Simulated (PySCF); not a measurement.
C3H7BO.
Numbering: `[BH2:1][C:2](=[CH2:3])[O:4][CH3:5]` (hydrogens: H6, H7 on B1; H8, H9 on C3; H10, H11, H12 on C5)

Computed by this run: PySCF, PBE0-D3(BJ)/def2-SVP geometry optimisation, gas phase; density fitting, grid level 1; the optimiser is geomeTRIC in internal coordinates, started from a GFN2-xTB structure with every atom displaced at random (about 0.01 Å).

Step 0: E = -5935.2797 eV
```
atom  x, y, z in Å  |  force x, y, z in eV/Å
B1      0.5699    1.0396    0.9834   -0.918   0.004  -0.348
C2      0.5945   -0.1711    0.0414   -0.419   0.063  -0.021
C3      1.7597   -0.7568   -0.2482    2.061   1.014   1.129
O4     -0.4576   -0.7486   -0.5616   -1.899   0.181  -0.039
C5     -1.7676   -0.2170   -0.3292    1.351  -0.042   0.828
H6     -0.4443    1.6209    1.2613   -0.156   0.025   0.085
H7      1.5703    1.4499    1.4155    1.000   0.257   0.390
H8      2.7121   -0.3766    0.1698   -0.560  -0.096  -0.127
H9      1.8329   -1.6082   -0.8692   -0.078  -1.180  -0.960
H10    -2.4610   -0.8306   -0.8781   -0.401  -0.415  -0.480
H11    -2.0388   -0.2566    0.7512    0.114   0.001  -0.329
H12    -1.8305    0.8268   -0.6572   -0.096   0.188  -0.128
```

Task: Estimate the geometry and energy of step 1. (The exact step hangs on the optimiser's Hessian estimate; all steps are aligned on step 0, rigid shifts and turns removed.)

Result: E = -5935.4042 eV, largest force 0.460 eV/Å
```
atom  x, y, z in Å  |  force x, y, z in eV/Å
B1      0.5539    1.0095    1.0008    0.040   0.022   0.073
C2      0.5802   -0.2221    0.0656   -0.118   0.036  -0.097
C3      1.7931   -0.7350   -0.2578   -0.198  -0.269  -0.169
O4     -0.5198   -0.8333   -0.4561    0.456   0.028   0.052
C5     -1.7570   -0.2034   -0.3300   -0.368  -0.088  -0.008
H6     -0.4610    1.5355    1.3824   -0.050   0.027  -0.013
H7      1.6111    1.4593    1.3736   -0.009  -0.044  -0.030
H8      2.6973   -0.2881    0.1469    0.077   0.038   0.032
H9      1.8796   -1.6098   -0.9207    0.007   0.153   0.135
H10    -2.4831   -0.8397   -0.8643    0.082   0.137   0.068
H11    -2.0878   -0.1059    0.7199    0.052  -0.043  -0.006
H12    -1.7668    0.8047   -0.7812    0.028   0.003  -0.036
```

The energy changes by -0.1245 eV. The first-order estimate −F·Δx gives -0.3072 eV and the mean of the old and new forces, exact on a quadratic surface, -0.1253 eV. The step makes an angle of 78° with the force vector and moves no atom by more than 0.162 Å.

The cost below is that of the whole optimisation. Hardware: an Arm Neoverse V1 with one thread, no GPU (shared host). Cost: 22 s of wall time, 0.43 GiB resident at most.
